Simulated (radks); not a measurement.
Trend from K+ to Kr+: ionisation energy by Delta-SCF between NIST ground configurations, and size. Calculated with a radial shooting solver on a logarithmic mesh with Libxc functionals: scalar-relativistic Kohn-Sham, PBE, spin-polarised, spherical densities, point nucleus; open shells are filled with parallel spins first.

species      configuration  IE (eV)  NIST (eV)  kind  -e(HOMO) (eV)
K+                    [Ar]   31.629     31.625  exp.    24.884 (3p)
Ca+               [Ar] 4s1   12.038     11.872  exp.     9.339 (4s)
Sc+           [Ar] 3d1 4s1   13.151     12.800  exp.    10.234 (4s)
Ti+           [Ar] 3d2 4s1   14.068     13.576  exp.    10.940 (4s)
V+                [Ar] 3d4   15.811      14.63  exp.     9.862 (3d)
Cr+               [Ar] 3d5   17.254     16.486  exp.    10.926 (3d)
Mn+           [Ar] 3d5 4s1   16.299     15.640  exp.    12.617 (4s)
Fe+           [Ar] 3d6 4s1   16.862     16.199  exp.    13.070 (4s)
Co+               [Ar] 3d8   17.976     17.084  exp.    11.246 (3d)
Ni+               [Ar] 3d9   19.559     18.169  exp.    12.478 (3d)
Cu+              [Ar] 3d10   21.070     20.292  exp.    13.659 (3d)
Zn+          [Ar] 3d10 4s1   18.735     17.964  exp.    14.521 (4s)
Ga+          [Ar] 3d10 4s2   20.791     20.515  exp.    16.332 (4s)
Ge+      [Ar] 3d10 4s2 4p1   15.687     15.935  exp.    11.671 (4p)
As+      [Ar] 3d10 4s2 4p2   18.572     18.589  exp.    14.079 (4p)
Se+      [Ar] 3d10 4s2 4p3   21.313      21.20  exp.    16.404 (4p)
Br+      [Ar] 3d10 4s2 4p4   21.250     21.591  exp.    16.421 (4p)
Kr+      [Ar] 3d10 4s2 4p5   24.377     24.360  exp.    19.080 (4p)

Reference values: NIST Atomic Spectra Database (exp. = measured, semi-emp. = semi-empirical, theory = theoretical value adopted there). Open shells are spherical and high-spin; term and fine-structure splittings are not resolved.
